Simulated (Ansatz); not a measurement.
Reaction (formal exchange of groups at the Si–Ge bond): `[SiH3][SiH2][SiH2][GeH2][SiH2][SiH3]` + `[SiH3][GeH2][SiH3]` → `[SiH3][SiH2][SiH2][SiH2][GeH2][SiH3]` + `[SiH3][SiH2][GeH3]`

Computed with Ansatz on PBE0-D4/def2-TZVP structures; ΔE is electronic, products minus reactants. CCSD(T)/CBS is the MP2 limit (def2-TZVPP, def2-QZVPP) plus CCSD(T) − MP2 in def2-TZVPP, frozen cores. DFT in def2-TZVPP. B3LYP here is the variant with VWN-RPA as its local correlation; programs differ in this. For Ge outer-core shells are correlated without core-valence functions, which leaves a few kJ/mol of doubt a bond. Scalar relativity is left out up to krypton. One conformer a species, not always the lowest.

| level | ΔE (kJ/mol) | difference from CCSD(T)/CBS |
| --- | --- | --- |
| BLYP-D4 | 13.5 | -1.5 |
| r2SCAN-D4 | 11.9 | -3.1 |
| B3LYP-D4 | 13.9 | -1.1 |
| CAM-B3LYP-D4 | 13.8 | -1.2 |
| ωB97X-V | 12.3 | -2.7 |
| PBE | 10.6 | -4.4 |
| B3LYP | 15.2 | 0.2 |
| r2SCAN0 | 12.9 | -2.1 |
| RPA@PBE/def2-TZVPP | 14.9 | -0.1 |
| CCSD/def2-SVP | 12.1 | -2.9 |
| CCSD(T)/CBS | 15.0 | 0 |

Largest T1 diagnostic among the species: 0.013.

At CCSD(T), def2-SVP lies −3.2 kJ/mol from the extrapolated value and def2-TZVPP −0.6 kJ/mol. Leaving LDA and LC-ωPBE aside and taking each functional with its dispersion term where it has one, the values, not all of them listed here, spread over 10.6 kJ/mol, from B97M-V to B2PLYP.
